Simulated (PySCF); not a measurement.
# Checking a proposed structure

A compound C$_{6}$H$_{9}$N$_{3}$Si gives the data below (simulated from a calculation) and was assigned the structure `C#Cc1cnn([SiH](C)C)n1`.

13C{1H} NMR (computed): δ 156.0 (C), 153.0 (CH), 87.2 (CH), 81.0 (C), -0.7 (CH3, 2C).

1H NMR (600 MHz, computed): δ 8.01 (s, 1H), 5.35 (sept, 1H), 2.65 (s, 1H), 0.55 (d, 6H).

Non-relativistic Hamiltonian, equivalent nuclei averaged, one conformer, no solvent. GIAO PBE0/pcSseg-1 shieldings; coordinates at the GFN2-xTB level; PySCF 2.14.

δ = σ(ref) − σ, references computed at the same level: TMS for 1H (σref 31.72), 13C (σref 186.93).

**Question.** Compare with the shifts computed for the proposed structure, pairing carbons in order of shift.

**Answer.** Numbering as in the mapped SMILES `[CH:1]#[C:2][c:3]1[cH:4][n:5][n:6]([SiH:7]([CH3:8])[CH3:9])[n:10]1`; H(Xn) means a hydrogen on atom n.

```json
{"atom": "C4", "computed for proposal": "146.5", "given list": "156.0", "difference": "-9.5"}
{"atom": "C3", "computed for proposal": "138.3", "given list": "153.0", "difference": "-14.7"}
{"atom": "C1", "computed for proposal": "92.2", "given list": "87.2", "difference": "+5.0"}
{"atom": "C2", "computed for proposal": "79.3", "given list": "81.0", "difference": "-1.7"}
{"atom": "C8", "computed for proposal": "-0.8", "given list": "-0.7", "difference": "-0.1"}
{"atom": "C9", "computed for proposal": "-0.8", "given list": "-0.7", "difference": "-0.1"}
```

The rms difference is 7.5 ppm and the largest -14.7 ppm at C3 (substituted aromatic carbon next to a ring nitrogen). The carbon types in order of shift don't match either: CH, C, CH, C, CH3, CH3 for the proposal against C, CH, CH, C, CH3, CH3 in the data. The proposal doesn't fit.

**Question.** Which isomer fits?

**Answer.** SMILES n1c(C#C)ncn1[SiH](C)C.

1. Carbon types of the structure: 2 × C, 2 × CH, 2 × CH3, leaving 1 H on heteroatoms.
2. δC 156.0: substituted aromatic carbon next to a ring nitrogen.
3. δC 153.0: aromatic CH between two ring heteroatoms.
4. δC 87.2: terminal alkyne carbon; the triple bond shields along its axis, which puts it between sp3 and sp2 carbons.
5. δC 81.0: alkyne carbon; the triple bond shields along its axis, which puts it between sp3 and sp2 carbons.

The data come from this structure; uniqueness wasn't tested.

Shifts are as computed. Against solution values, carbons near 30 ppm lie about +3 ppm off and those near 130 ppm about +5 ppm. Of 1211 compounds with measured shifts, 218 miss one by over three times the rms of a fit or turn the order of signals round; such compounds aren't used in these exercises. Multiplicities follow the n + 1 count of equivalent neighbours, as no J values were calculated; m marks all less simple cases, F and P coupling included.
